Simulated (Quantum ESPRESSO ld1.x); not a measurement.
The numbers below are computed, except where a source is named.
Q: Species: the krypton ion Kr17+. Configuration: [Ar] 3d1. Level of theory: non-relativistic Kohn-Sham, BLYP, spin-unpolarised, spherical densities, point nucleus (ld1.x of Quantum ESPRESSO 7.5). Some entries of the table are withheld. Estimate them.

orbital  occ.  eigenvalue (hartree)  <1/r> (bohr^-1)
1s          2                   (1)              (2)
2s          2              -89.0590              (3)
2p          6              -82.8330              (4)
3s          2                   (5)            2.965
3p          6              -26.1763            2.899
3d          1              -22.5858              (6)

A: 
(1) 1s eigenvalue (hartree): -533.574
(2) 1s <1/r> (bohr^-1): 35.49
(3) 2s <1/r> (bohr^-1): 7.934
(4) 2p <1/r> (bohr^-1): 7.902
(5) 3s eigenvalue (hartree): -28.3580
(6) 3d <1/r> (bohr^-1): 2.766
